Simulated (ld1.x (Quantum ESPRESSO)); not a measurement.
Before and after: PAW potential for technetium

- Element: technetium (Tc)
- Generator: ld1.x (Quantum ESPRESSO) 7.5
- Type: PAW
- Functional: Wu–Cohen
- Relativity: scalar-relativistic
- Frozen core: [Ar] 3d10 4s2
- Valence charge: 13
- Reference configuration: 4p6 4d5 5s1.5 5p0 (charge +0.5)
- Partial waves: 5s (bound): rcut 2.00, rcutus 2.55 bohr; 5s channel at 0.3 Ry: rcut 2.00, rcutus 2.55 bohr; 4p (bound): rcut 1.55, rcutus 1.90 bohr; 5p (bound, empty): rcut 1.55, rcutus 1.90 bohr; 4d (bound): rcut 1.45, rcutus 1.90 bohr; 4d channel at -0.15 Ry: rcut 1.45, rcutus 1.90 bohr; 4f channel at 0.05 Ry: rcut 1.80, rcutus 2.25 bohr; 4f channel at 2.05 Ry: rcut 1.80, rcutus 2.25 bohr
- Local potential: all-electron potential smoothed inside 2.00 bohr (lloc = -1)
- Core correction: a·sin(br)/r model core, default radius (ld1.x builds one for every PAW set, though the input has nlcc=.false.)
- Augmentation charge: BESSEL, radius 1.25 bohr

Change: core correction a·sin(br)/r model core inside 1.10 bohr.

Cutoffs: the cutoffs (Ry, on a coarse ladder) from which the occupation-weighted sum of valence levels, in a spherical-Bessel basis at the reference potential, stays within 10 and 1 mRy of its value at 400 Ry; they do not see the model core or the augmentation charge, which bear on the density cutoff. Errors are all-electron minus pseudo energies relative to the spin-unpolarised reference configuration.

Question: How do hardness, ghosts and transferability respond?

Answer: The potential gets neither clearly harder nor softer (30 Ry and 50 Ry → 30 Ry and 50 Ry); both files keep a bound ghost (s); of the 7 tests that both files solve, the error grows in 2 and shrinks in 0 by more than 15 % and 0.3 meV (median size 0.4 → 1.2 meV). The default core radius of the base comes out at 0.72 bohr. A wider model core is smoother and lowers the density cutoff, which this test does not measure.

```tsv
quantity	base	changed
cutoff, loose	30 Ry	30 Ry
cutoff, tight	50 Ry	50 Ry
bound ghosts	s	s
error for 4p6 4d5 5s2 5p0, meV [ΔE -3.31 eV]	+0.4	+0.7
error for 4p6 4d5 5s1 5p0, meV [ΔE 4.90 eV]	-0.1	-0.6
error for 4p6 4d5 5s0 5p0, meV [ΔE 19.72 eV]	+2.2	+2.2
error for 4p6 4d4 5s0 5p0, meV [ΔE 48.42 eV]	-22	-19
error for 4p6 4d5 5s1 5p1, meV [ΔE 0.53 eV]	+0.3	+0.3
error for 4p6 4d4 5s2 5p1, meV [ΔE 3.31 eV]	+0.4	+1.2
error for 4p6 4d4 5s2 5p0, meV [ΔE 8.34 eV]	-2.1	-1.8
s: phases at 2.74 bohr within 0.05 rad from the reference energy up to (Ry; the scan ends near 5)	4.0	4.0
p: phases at 2.74 bohr within 0.05 rad from the reference energy up to (Ry; the scan ends near 5)	3.3	3.3
d: phases at 2.74 bohr within 0.05 rad from the reference energy up to (Ry; the scan ends near 5)	to the end of the scan	to the end of the scan
f: phases at 2.74 bohr within 0.05 rad from the reference energy up to (Ry; the scan ends near 5)	4.1	4.1
lowest overlap eigenvalue by channel	s 0.43, p 0.12, d 0.90, f 0.96	s 0.43, p 0.12, d 0.90, f 0.96
```

 A true bound ghost makes a file unfit for plane-wave use even where its test errors are small: the radial tests pick states by their node count and pass the ghost by.
